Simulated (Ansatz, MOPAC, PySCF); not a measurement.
Scan of H2Be, singlet: symmetric bend, bond length relaxed. Scanned: H-Be-H angle. Other coordinates (Be-H bond length) were minimised at B3LYP/def2-TZVP.

- AM1, restricted, heats of formation (MOPAC)
- PM7, restricted, heats of formation (MOPAC)
- RHF/3-21G = PySCF 2.14.0 with restricted Hartree-Fock/3-21G
- FCI/aug-cc-pVTZ = full CI/aug-cc-pVTZ, frozen core (Ansatz, an electronic-structure program)

Energies relative to the lowest point of each profile, in kJ/mol; the last columns give the difference from FCI:

```json
[
 {"a / °": "180", "AM1": "0.0", "PM7": "0.0", "RHF/3-21G": "0.0", "FCI/aug-cc-pVTZ": "0.0", "AM1 − FCI/aug-cc-pVTZ": "0.0", "PM7 − FCI/aug-cc-pVTZ": "0.0", "RHF/3-21G − FCI/aug-cc-pVTZ": "0.0"},
 {"a / °": "171.97", "AM1": "1.1", "PM7": "1.2", "RHF/3-21G": "1.6", "FCI/aug-cc-pVTZ": "1.3", "AM1 − FCI/aug-cc-pVTZ": "-0.2", "PM7 − FCI/aug-cc-pVTZ": "0.0", "RHF/3-21G − FCI/aug-cc-pVTZ": "0.3"},
 {"a / °": "160.71", "AM1": "6.3", "PM7": "7.5", "RHF/3-21G": "9.0", "FCI/aug-cc-pVTZ": "7.4", "AM1 − FCI/aug-cc-pVTZ": "-1.1", "PM7 − FCI/aug-cc-pVTZ": "0.0", "RHF/3-21G − FCI/aug-cc-pVTZ": "1.6"},
 {"a / °": "150.09", "AM1": "15.1", "PM7": "18.2", "RHF/3-21G": "21.6", "FCI/aug-cc-pVTZ": "18.1", "AM1 − FCI/aug-cc-pVTZ": "-3.0", "PM7 − FCI/aug-cc-pVTZ": "0.1", "RHF/3-21G − FCI/aug-cc-pVTZ": "3.5"},
 {"a / °": "139.46", "AM1": "27.6", "PM7": "33.8", "RHF/3-21G": "39.7", "FCI/aug-cc-pVTZ": "33.8", "AM1 − FCI/aug-cc-pVTZ": "-6.2", "PM7 − FCI/aug-cc-pVTZ": "0.0", "RHF/3-21G − FCI/aug-cc-pVTZ": "5.9"},
 {"a / °": "131.41", "AM1": "39.4", "PM7": "49.2", "RHF/3-21G": "57.1", "FCI/aug-cc-pVTZ": "49.3", "AM1 − FCI/aug-cc-pVTZ": "-9.9", "PM7 − FCI/aug-cc-pVTZ": "-0.1", "RHF/3-21G − FCI/aug-cc-pVTZ": "7.9"},
 {"a / °": "121.92", "AM1": "55.6", "PM7": "71.4", "RHF/3-21G": "82.1", "FCI/aug-cc-pVTZ": "71.8", "AM1 − FCI/aug-cc-pVTZ": "-16.2", "PM7 − FCI/aug-cc-pVTZ": "-0.4", "RHF/3-21G − FCI/aug-cc-pVTZ": "10.4"},
 {"a / °": "110.46", "AM1": "77.7", "PM7": "104.6", "RHF/3-21G": "119.4", "FCI/aug-cc-pVTZ": "105.7", "AM1 − FCI/aug-cc-pVTZ": "-28.0", "PM7 − FCI/aug-cc-pVTZ": "-1.1", "RHF/3-21G − FCI/aug-cc-pVTZ": "13.7"},
 {"a / °": "98.23", "AM1": "102.7", "PM7": "148.1", "RHF/3-21G": "168.9", "FCI/aug-cc-pVTZ": "151.1", "AM1 − FCI/aug-cc-pVTZ": "-48.4", "PM7 − FCI/aug-cc-pVTZ": "-3.0", "RHF/3-21G − FCI/aug-cc-pVTZ": "17.8"},
 {"a / °": "91.08", "AM1": "116.5", "PM7": "177.4", "RHF/3-21G": "203.4", "FCI/aug-cc-pVTZ": "182.7", "AM1 − FCI/aug-cc-pVTZ": "-66.2", "PM7 − FCI/aug-cc-pVTZ": "-5.3", "RHF/3-21G − FCI/aug-cc-pVTZ": "20.7"},
 {"a / °": "80.83", "AM1": "132.1", "PM7": "223.4", "RHF/3-21G": "261.0", "FCI/aug-cc-pVTZ": "235.1", "AM1 − FCI/aug-cc-pVTZ": "-103.0", "PM7 − FCI/aug-cc-pVTZ": "-11.6", "RHF/3-21G − FCI/aug-cc-pVTZ": "26.0"},
 {"a / °": "70.92", "AM1": "137.4", "PM7": "270.1", "RHF/3-21G": "327.4", "FCI/aug-cc-pVTZ": "294.2", "AM1 − FCI/aug-cc-pVTZ": "-156.9", "PM7 − FCI/aug-cc-pVTZ": "-24.1", "RHF/3-21G − FCI/aug-cc-pVTZ": "33.2"},
 {"a / °": "60", "AM1": "122.6", "PM7": "317.0", "RHF/3-21G": "412.9", "FCI/aug-cc-pVTZ": "368.0", "AM1 − FCI/aug-cc-pVTZ": "-245.4", "PM7 − FCI/aug-cc-pVTZ": "-51.0", "RHF/3-21G − FCI/aug-cc-pVTZ": "44.9"}
]
```

AM1 is furthest from FCI/aug-cc-pVTZ at 60 (-245.4 kJ/mol, below); its mean absolute difference over the points is 52.6 kJ/mol.

PM7 is furthest from FCI/aug-cc-pVTZ at 60 (-51.0 kJ/mol, below); its mean absolute difference over the points is 7.4 kJ/mol.

RHF/3-21G is furthest from FCI/aug-cc-pVTZ at 60 (44.9 kJ/mol, above); its mean absolute difference over the points is 14.3 kJ/mol.
